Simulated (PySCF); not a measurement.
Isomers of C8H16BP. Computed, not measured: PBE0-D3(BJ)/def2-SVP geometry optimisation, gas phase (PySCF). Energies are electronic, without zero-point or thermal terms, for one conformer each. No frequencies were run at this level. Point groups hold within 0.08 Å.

Question: Rank from lowest to highest electronic energy at this level (kcal/mol).
A. `[BH3-:1][P@+:2]([CH2:3][CH3:4])([CH2:5][C:6]#[CH:7])[CH:8]1[CH2:9][CH2:10]1` with B1–P2–C3–C4 176°, B1–P2–C5–C6 -169°, B1–P2–C8–C9 -42°
B. `[BH3-:1][P@+:2]1([C:3]([CH3:4])([CH3:5])[CH3:6])[CH:7]=[C:8]1[CH:9]=[CH2:10]` with C7–C8–C9–C10 -178°
C. `[BH3-:1][P@@H+:2]1[CH:3]=[CH:4][C:5]([CH:6]([CH3:7])[CH3:8])=[C:9]1[CH3:10]` with C4–C5–C6–C7 -63°

Answer: C (0.0), B (35.8), A (37.4).

As drawn, the highest has a three-membered ring, which the lowest lacks. Neighbours under 2.5 kcal/mol apart ([BH3-][P@+]1(C(C)(C)C)C=C1C=C and [BH3-][P@+](CC)(CC#C)C1CC1) can change places with a better method, another conformer or zero-point energy.

| SMILES | E (Eh) | E rel (kcal/mol) | dipole (D) | point group | A, B, C (MHz) |
| --- | --- | --- | --- | --- | --- |
| [BH3-][P@@H+]1C=CC(C(C)C)=C1C | -679.78067 | 0.0 | 5.46 | C1 | 1952, 732.8, 640.7 |
| [BH3-][P@+]1(C(C)(C)C)C=C1C=C | -679.72357 | 35.8 | 5.38 | C1 | 1524, 859.5, 774.9 |
| [BH3-][P@+](CC)(CC#C)C1CC1 | -679.72103 | 37.4 | 4.69 | C1 | 1264, 892.9, 815.1 |

Question: How do the relative energies change in single points at PBE0/pcSseg-1 (no added dispersion term) on the same geometries?

Answer: 
| SMILES | PBE0-D3(BJ)/def2-SVP (kcal/mol) | PBE0/pcSseg-1 (kcal/mol) | shift |
| --- | --- | --- | --- |
| [BH3-][P@@H+]1C=CC(C(C)C)=C1C | 0.0 | 0.0 | 0.0 |
| [BH3-][P@+]1(C(C)(C)C)C=C1C=C | 35.8 | 35.6 | -0.2 |
| [BH3-][P@+](CC)(CC#C)C1CC1 | 37.4 | 36.9 | -0.5 |

Each column counts from its own lowest isomer. The order is unchanged; the largest shift is 0.5 kcal/mol.
